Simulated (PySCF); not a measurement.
Compound: difluorogermane, F2GeH2.
Z-matrix (Å and degrees, PBE0-D3(BJ)/def2-SVP geometry), rows numbered from 1:
```
F 
Ge  1  1.7291
F   2  1.7287  1  105.25
H   2  1.5284  1  107.84  3   114.93
H   2  1.5285  1  107.89  3  -114.99
```

The calculation used PySCF, PBE0-D3(BJ)/def2-SVP geometry optimisation, gas phase.

Masses are those of the commonest isotopes; rigid-rotor values at the optimised geometry. 

Problem. Give the principal moments of inertia and the rotational constants in MHz.

Solution. Ia = 33.67, Ib = 75.24, Ic = 101.89 u·Å²; 505379 MHz·u·Å²/I gives A = 15010, B = 6717, C = 4960 MHz.

Problem. What kind of rotor is it?

Solution. An asymmetric top; Ray's κ = -0.650.

Problem. What does the inertial defect say?

Solution. Not planar: Δ = Ic − Ia − Ib = -7.01 u·Å². For a rigid frame Δ = −2 Σ m c², so Σ m c² = 3.51 u·Å² lies off the ab plane, practically all of it from hydrogen. The atom farthest from that plane is 1.32 Å away.

Problem. Give the other two planar moments, Paa and Pbb, and the rms extents of the mass along the axes.

Solution. Paa = Σ m a² = (Ib + Ic − Ia)/2 = 71.73 and Pbb = Σ m b² = (Ia + Ic − Ib)/2 = 30.16 u·Å². With the mass M = 113.93 u, the rms extents √(P/M) along a, b and c are 0.79, 0.51, 0.18 Å.

Problem. Which types of transition are allowed, and where do some lines up to J = 3 fall?

Solution. The dipole components are |μa| = 0.00 D, |μb| = 2.57 D, |μc| = 0.00 D; the symmetry axis of this C2v structure is b, so μa and μc vanish by symmetry and there are no a-type or c-type lines. Some lines, for components of 0.1 D or more:

```csv
type,branch,"J(Ka,Kc)",MHz,lower level (cm⁻¹)
b,Q,"1(1,0) ← 1(0,1)",10050,0.390
b,Q,"2(1,1) ← 2(0,2)",12059,1.160
b,R,"3(1,2) ← 2(2,1)",12618,2.392
b,R,"2(0,2) ← 1(1,1)",14810,0.666
b,Q,"3(1,2) ← 3(0,3)",15496,2.296
b,R,"1(1,1) ← 0(0,0)",19970,0.000
b,Q,"3(2,1) ← 3(1,2)",23635,2.813
b,Q,"2(2,0) ← 2(1,1)",25130,1.562
b,R,"3(0,3) ← 2(1,2)",27273,1.387
b,R,"2(1,2) ← 1(0,1)",29890,0.390
b,Q,"2(2,1) ← 2(1,2)",30151,1.387
b,Q,"3(2,2) ← 3(1,3)",32934,2.462
b,R,"3(1,3) ← 2(0,2)",39035,1.160
b,Q,"3(3,0) ← 3(2,1)",44807,3.602
b,Q,"3(3,1) ← 3(2,2)",46006,3.561
b,R,"2(2,1) ← 1(1,0)",49991,0.725
b,R,"2(2,0) ← 1(1,1)",51999,0.666
b,R,"3(2,2) ← 2(1,1)",59911,1.562
b,R,"3(2,1) ← 2(1,2)",66404,1.387
b,R,"3(3,1) ← 2(2,0)",80786,2.401
b,R,"3(3,0) ← 2(2,1)",81060,2.392
```

Problem. Estimate the classical rotational partition function at 25 K, 200 K and 298.15 K.

Solution. Point group C2v, symmetry number σ = 2; q = (√π/σ)·√((kT/h)³/(ABC)), k/h = 20836.6 MHz/K: 471 at 25 K, 10700 at 200 K, 19400 at 298.15 K.

No PBE0-D3(BJ)/def2-SVP frequencies stand behind this structure, so it isn't proved a minimum. Constants of a rigid frame at the computed geometry: no zero-point averaging, no centrifugal distortion.

On Arm Neoverse V2, one thread, shared host, this took 7.1 s and 0.30 GiB of memory at its peak. That covers the optimisation of the geometry.
